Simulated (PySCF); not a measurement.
## Ionisation energy of Ir⁺ by level of theory

Ir⁺ [Xe] 4f14 5d7 6s1 (5F) → Ir²⁺ [Xe] 4f14 5d7 (4F), as a difference of total energies. Calculation: PySCF 2.14, in def2-TZVP with the def2 core potential (60 electrons) (6s4p3d1f, 40 functions); a scalar-relativistic core potential. Correlated levels: valence: 5s2 5p6 frozen. The calculations carry no spin-orbit coupling.

```json
{"method": "UHF", "ionisation energy (eV)": "16.334"}
{"method": "MN15", "ionisation energy (eV)": "18.026"}
{"method": "BP86", "ionisation energy (eV)": "18.152"}
{"method": "MP2 (valence)", "ionisation energy (eV)": "17.222"}
{"method": "SCS-MP2 (valence)", "ionisation energy (eV)": "16.949"}
```

Problem. How much does correlation contribute at MP2 (valence)?

Solution. 17.222 − (16.334) = 0.888 eV, measured against UHF.

The reference lies between the lowest fine-structure levels, while these numbers refer to the centres of the terms.

Errors of the correlated levels include the incompleteness of this basis and the frozen core.

For comparison: 17 ± 0.3 eV (semi-empirical (NIST evaluation); NIST Atomic Spectra Database, ionization energies).
